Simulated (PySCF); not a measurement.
C₅F₂N (doublet state).
Structure used (GFN2-xTB), in Å, numbered top down from 1:
```
atom  x, y, z in Å
N1    -2.929   -0.620   -0.673
C2    -1.945   -0.175   -0.284
C3    -0.745    0.364    0.200
F4    -0.819    1.550    0.836
C5     0.459   -0.247    0.045
C6     1.316   -1.407   -0.155
C7     1.856   -0.160   -0.043
F8     2.817    0.703    0.049
```

Identity: `N#C/C(F)=C1[C]=C\1F` [radical].

Method used: UKS B3LYP, pcH-1 on C F N, non-relativistic, mean-field spin-orbit, GIAO in PySCF. Geometry: GFN2-xTB; no solvent, vibrations or thermal averaging. Couplings are sensitive to structure, and on GFN2-xTB geometries they can be far from those on DFT ones. The frame is twisted about the C3–C5 bond at this geometry (dihedral F4–C3–C5–C7 = -25°); couplings at other torsion angles weren't computed. The SCF solution wasn't tested for stability. ⟨S²⟩ is 0.775 where a pure state has 0.75.

Principal values of hyperfine tensors in MHz (contact and dipolar terms together), for some of the nuclei:

```
atom  isotope      A1      A2      A3
  F4      19F  -65.13  -39.29  449.98
  C6      13C   48.70   67.56  149.63
  F8      19F  -11.99   -9.57  194.52
  C2      13C  -46.60  -34.56  -19.98
  C5      13C  -57.95  -29.92   -4.94
  C7      13C   -9.92   -6.49   43.23
  N1      14N   -5.71   -3.18   24.01
```

**Question.** Give the isotropic coupling of each nucleus in MHz and in mT (g = 2.0038), and the anisotropic part.

**Answer.** a_iso is a third of the trace, T = A − a_iso, and a(mT) = a(MHz)/(g × 13.996).

```json
{"atom": "F4", "a_iso (MHz)": "115.19", "a_iso (mT)": "4.107", "T1": "-180.31", "T2": "-154.48", "T3": "334.79"}
{"atom": "C6", "a_iso (MHz)": "88.63", "a_iso (mT)": "3.160", "T1": "-39.93", "T2": "-21.07", "T3": "61.00"}
{"atom": "F8", "a_iso (MHz)": "57.66", "a_iso (mT)": "2.056", "T1": "-69.64", "T2": "-67.23", "T3": "136.87"}
{"atom": "C2", "a_iso (MHz)": "-33.72", "a_iso (mT)": "-1.202", "T1": "-12.89", "T2": "-0.85", "T3": "13.74"}
{"atom": "C5", "a_iso (MHz)": "-30.93", "a_iso (mT)": "-1.103", "T1": "-27.01", "T2": "1.02", "T3": "26.00"}
{"atom": "C7", "a_iso (MHz)": "8.94", "a_iso (mT)": "0.319", "T1": "-18.86", "T2": "-15.43", "T3": "34.29"}
{"atom": "N1", "a_iso (MHz)": "5.04", "a_iso (mT)": "0.180", "T1": "-10.75", "T2": "-8.22", "T3": "18.97"}
```

**Question.** What spin density at the nucleus of C7 lies behind its contact coupling (g_N = 1.40482)?

**Answer.** a_FC = 800.24 MHz bohr³ × g_N × ρ(0)/(2S). With a_FC = 8.94 MHz and 2S = 1, ρ(0) = 0.007954 bohr⁻³.

**Question.** C3 (13C, g_N = 1.40482) isn't in the table. Its spin density at the nucleus is 0.03565 bohr⁻³. What is its contact coupling?

**Answer.** By the same relation, a_FC = 40.1 MHz. Its full tensor has the principal values -4.79, -3.79, 128.80 MHz.

**Question.** Which nucleus of the table has the largest anisotropic coupling, and what is its form?

**Answer.** F4: -180.3, -154.5, 334.8 MHz, nearly axial, close to the ratio −1:−1:+2.

**Question.** What first-order splitting does F8 cause when the field lies along A1, A2 or A3 of its tensor (g taken as isotropic, no quadrupole term)?

**Answer.** 2 lines (I = 1/2), spaced by |A_i|/(g × 13.996): 0.43, 0.34, 6.94 mT along the axes of A1, A2 and A3.

The SMILES draws the unpaired electron on C6; the largest computed Mulliken spin population is on C3 (0.47 against 0.22).
